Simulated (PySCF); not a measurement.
Positional isomers: naphthalene chloro+silyl. Isolated molecules, 0 K electronic values unless said otherwise. Strings in code marks are SMILES.

Computed with PySCF 2.14.0 with PBE-D3(BJ)/def2-TZVP // PBE0-D4/def2-SVP. All candidates: neutral, multiplicity 1. 

```json
{
 "HOMO": "-5.66 eV",
 "dipole_moment": "1.16 D",
 "LUMO": "-2.43 eV"
}
```

Question: Identify which member has these values.
A) `[SiH3]c1ccc2c(Cl)cccc2c1`
B) `[SiH3]c1cccc2cccc(Cl)c12`
C) `[SiH3]c1cc(Cl)cc2ccccc12`
D) `[SiH3]c1cc2ccccc2cc1Cl`

Answer: A, `[SiH3]c1ccc2c(Cl)cccc2c1`. The others give `[SiH3]c1cccc2cccc(Cl)c12`: -5.62 eV, 2.41 D, -2.46 eV; `[SiH3]c1cc2ccccc2cc1Cl`: -5.70 eV, 2.16 D, -2.42 eV; `[SiH3]c1cc(Cl)cc2ccccc12`: -5.73 eV, 1.68 D, -2.49 eV
